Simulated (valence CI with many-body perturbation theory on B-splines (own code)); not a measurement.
# E1 transitions of Tc V

Calculated by configuration interaction combined with many-body perturbation theory (CI+MBPT): three valence electrons over a frozen Dirac-Fock core [Kr], a basis of 9 s, 9 p, 10 d, 8 f, 5 g, 3 h, 1 i functions for each j, with the one-electron correlation potential Σ1 (screened to all orders), the two-electron term Σ2, the three-electron term Σ3, Breit, model QED; selected single and double excitations, second order for the rest, scaled by the run's own slope (own B-spline code, finite nucleus).

No measured levels were compared; by estimate terms of the open shell hold to 2 to 4 % of their energy, and close levels can change places; different configurations can be misplaced against each other by 1,000 to 8,000 cm⁻¹. Core correlation moves these levels by up to 16000 cm⁻¹, and in measured spectra 5 to 20 % of such shifts remained as error; rates that hang on mixing are uncertain with them.

Lines 151 to 200 of 255 in falling wavelength, among levels below 187970 cm⁻¹, chosen from the strongest by gf and those to the six lowest levels. Wavelengths and rates use the calculated energies, so an error of 2000 cm⁻¹ moves a line at 61.46 nm by 1.2 % and its rate by three times that or more. Electric multipoles are in the length gauge, E1 and E2 with the static RPA response of the core. Weak lines are less certain than strong ones. Lines between different terms over intervals too small for the method are left out, as are lines whose strength nearly cancels. Where a level lies close to another of its J and parity, the split of strength between their lines is uncertain. The highest levels of a list are the least certain.

Names give the largest LS component (configuration and term), which can be under half, so a name can repeat, a term be missing and a line seem to break the LS rules; names also repeat where a configuration has a term twice. Letters in brackets count levels of one name in rising energy.

```csv
λ vac (nm),Upper,Lower,A (s⁻¹),S (a.u.) with core polarisation,S without
61.46,4d2 5p 4S°_3/2,4d3 4P_3/2,1.90e+09,8.71e-01,9.93e-01
61.40,4d2 5p 2G°_9/2 [b],4d3 2H_11/2,5.60e+09,6.40e+00,7.35e+00
61.26,4d2 5p 4F°_3/2,4d3 4F_5/2,1.63e+08,7.41e-02,8.46e-02
61.18,4d2 5p 4G°_9/2,4d3 4F_9/2,2.91e+08,3.29e-01,3.81e-01
61.17,4d2 5p 4G°_7/2,4d3 4F_5/2,5.69e+08,5.14e-01,5.90e-01
61.14,4d2 5p 4F°_5/2,4d3 4F_7/2,2.06e+07,1.39e-02,1.56e-02
61.12,4d2 5p 4D°_7/2 [b],4d3 2H_9/2,3.27e+09,2.95e+00,3.39e+00
60.85,4d2 5p 4F°_3/2,4d3 4F_3/2,3.19e+09,1.42e+00,1.63e+00
60.84,4d2 5p 4F°_7/2,4d3 4F_9/2,5.19e+06,4.61e-03,4.74e-03
60.64,4d2 5p 4F°_5/2,4d3 4F_5/2,2.59e+09,1.71e+00,1.97e+00
60.63,4d2 5p 2F°_5/2 [b],4d3 2G_7/2,4.30e+09,2.84e+00,3.27e+00
60.62,4d2 5p 4G°_9/2,4d3 4F_7/2,6.28e+08,6.90e-01,7.91e-01
60.54,4d2 5p 4D°_1/2 [b],4d3 4P_1/2,8.06e+08,1.77e-01,2.03e-01
60.53,4d2 5p 4D°_1/2 [b],4d3 4P_3/2,1.14e+08,2.50e-02,2.86e-02
60.48,4d2 5p 4P°_5/2,4d3 2D_5/2 [a],6.76e+08,4.43e-01,4.98e-01
60.45,4d2 5p 2F°_5/2 [a],4d3 4F_7/2,6.21e+08,4.06e-01,4.63e-01
60.44,4d2 5p 2P°_3/2,4d3 4P_3/2,2.04e+08,8.89e-02,1.01e-01
60.43,4d2 5p 4D°_7/2 [c],4d3 2H_9/2,2.40e+09,2.09e+00,2.40e+00
60.38,4d2 5p 2G°_7/2 [b],4d3 2G_9/2,3.88e+09,3.37e+00,3.87e+00
60.29,4d2 5p 4F°_7/2,4d3 4F_7/2,3.44e+09,2.98e+00,3.41e+00
60.27,4d2 5p 2F°_7/2,4d3 4F_9/2,1.87e+09,1.62e+00,1.86e+00
60.25,4d2 5p 4F°_5/2,4d3 4F_3/2,4.60e+08,2.98e-01,3.42e-01
60.23,4d2 5p 2F°_5/2 [b],4d3 4P_3/2,1.27e+08,8.19e-02,9.52e-02
60.15,4d2 5p 4F°_9/2,4d3 4F_9/2,3.28e+09,3.52e+00,4.03e+00
60.09,4d2 5p 2G°_7/2 [b],4d3 2G_7/2,7.24e+08,6.20e-01,7.26e-01
60.05,4d2 5p 4D°_3/2 [b],4d3 4P_1/2,3.79e+08,1.62e-01,1.87e-01
60.04,4d2 5p 4D°_3/2 [b],4d3 4P_3/2,2.38e+08,1.02e-01,1.17e-01
59.97,4d2 5p 2F°_5/2 [a],4d3 4F_5/2,6.46e+08,4.13e-01,4.70e-01
59.90,4d2 5p 4G°_11/2,4d3 4F_9/2,4.45e+08,5.67e-01,6.46e-01
59.81,4d2 5p 4F°_7/2,4d3 4F_5/2,3.43e+08,2.90e-01,3.33e-01
59.80,4d2 5p 4D°_5/2 [b],4d3 2G_7/2,6.60e+08,4.18e-01,4.82e-01
59.77,4d2 5p 2G°_9/2 [b],4d3 2G_9/2,6.52e+08,6.87e-01,8.10e-01
59.75,4d2 5p 2H°_9/2,4d3 2H_11/2,6.35e+08,6.69e-01,7.63e-01
59.73,4d2 5p 2F°_7/2,4d3 4F_7/2,1.20e+07,1.01e-02,1.07e-02
59.71,4d2 5p 2D°_3/2 [a],4d3 4F_5/2,1.72e+09,7.21e-01,8.25e-01
59.66,4d2 5p 2H°_9/2,4d3 2H_9/2,1.68e+09,1.76e+00,2.03e+00
59.62,4d2 5p 4F°_9/2,4d3 4F_7/2,6.58e+07,6.88e-02,7.97e-02
59.58,4d2 5p 2F°_5/2 [a],4d3 4F_3/2,2.30e+07,1.44e-02,1.66e-02
59.54,4d2 5p 4D°_7/2 [b],4d3 4P_5/2,3.66e+08,3.05e-01,3.52e-01
59.49,4d2 5p 2P°_1/2,4d3 4P_1/2,6.12e+06,1.27e-03,1.50e-03
59.47,4d2 5p 2P°_1/2,4d3 4P_3/2,1.88e+08,3.91e-02,4.51e-02
59.41,4d2 5p 4D°_5/2 [b],4d3 4P_3/2,4.67e+08,2.90e-01,3.35e-01
59.37,4d2 5p 4D°_5/2 [a],4d3 4F_7/2,3.06e+09,1.89e+00,2.17e+00
59.33,4d2 5p 2D°_3/2 [a],4d3 4F_3/2,1.81e+08,7.45e-02,8.41e-02
59.26,4d2 5p 2F°_7/2,4d3 4F_5/2,2.78e+06,2.29e-03,2.65e-03
59.22,4d2 5p 4D°_7/2 [a],4d3 4F_9/2,2.28e+09,1.87e+00,2.14e+00
59.14,4d2 5p 2D°_5/2 [b],4d3 4P_5/2,8.54e+08,5.23e-01,6.02e-01
59.07,4d2 5p 4D°_1/2 [a],4d3 4F_3/2,4.80e+09,9.76e-01,1.12e+00
59.04,4d2 5p 2G°_7/2 [a],4d3 4F_9/2,2.50e+08,2.03e-01,2.32e-01
59.02,4d2 5p 4D°_3/2 [a],4d3 4F_5/2,2.78e+09,1.13e+00,1.30e+00
```
